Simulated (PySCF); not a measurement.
**Telling isomers of C4H5N3O2Si apart by NMR**

- geometry from GFN2-xTB
- shielding tensors at PBE0/pcSseg-1 (GIAO)
- program: PySCF 2.14.0 with density-fitted response routines
- a single conformation, non-relativistic Hamiltonian, equivalent nuclei averaged, no solvent model

Referencing at the same level of theory: ¹H, ¹³C against TMS. Where no couplings were computed, multiplicities follow the n + 1 count of equivalent neighbours, and m marks all less simple cases (inequivalent or close neighbours, rings, F or P nearby). Shifts are as computed. Against solution values, carbons near 30 ppm lie about +3 ppm off and those near 130 ppm about +5 ppm. Of 1211 compounds with measured shifts, 218 miss one by over three times the rms of a fit or turn the order of signals round; such compounds aren't used in these exercises.

(1) Tabulate the signals of `O=Cc1nn([SiH3])nc1C=O`, `O=Cc1ncnnc1O[SiH3]` and their relative energies.

(2) What is the quickest way to tell O=Cc1nn([SiH3])nc1C=O from O=Cc1ncnnc1O[SiH3]?

Results:

(1) 
```tsv
SMILES	carbon types	δC	δH	E rel. (kcal/mol)
O=Cc1nn([SiH3])nc1C=O	2×C 2×CH	191.0, 153.9	10.91 (s, 2H), 5.41 (s, 3H)	5.5
O=Cc1ncnnc1O[SiH3]	2×C 2×CH	202.0, 164.9, 159.2, 137.6	10.63 (s, 1H), 10.10 (s, 1H), 5.34 (s, 3H)	0.0
```

Energies are electronic energies at PBE0/pcSseg-1 on these geometries, without zero-point or thermal terms, each for the one conformer computed, which needn't be the lowest.

(2) Count the carbon signals: 2 against 4. The first has a substituted aromatic carbon next to a ring nitrogen (C) at 153.9 ppm, the second an aromatic CH between two ring heteroatoms at 159.2 ppm. Their most deshielded carbons lie at 191.0 and 202.0 ppm.
